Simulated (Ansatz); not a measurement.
Basis-set extrapolation for C3H10Si2, SMILES `[SiH3]CC1C[SiH2]1` (PBE0-D4/def2-TZVP geometry, frozen core, Ansatz). Multiplicity 1, RHF reference.

|  | def2-TZVPP | def2-QZVPP |
| --- | --- | --- |
| HF | -697.301257 | -697.324765 |
| MP2 correlation | -0.771791 | -0.821651 |
| CCSD(T) correlation | -0.871091 | not run |

Energies in hartree. Use E(X) = E(∞) + A·exp(−7.88·√X) for Hartree–Fock and E(X) = E(∞) + B·X^(−2.97) for correlation, with X = 3 and 4, and add CCSD(T) minus MP2 of the smaller set to the MP2 limit.

Task: What is the CCSD(T) energy at the basis-set limit?

Result: HF limit: -697.324765 + (-0.023508) × 0.13774 = -697.32800. MP2 limit: -0.821651 + (-0.049860) × 0.74074 = -0.85858. Higher-order term: -0.871091 − (-0.771791) = -0.09930. Total: -698.28588 hartree, 298.1 kJ/mol below CCSD(T)/def2-TZVPP.
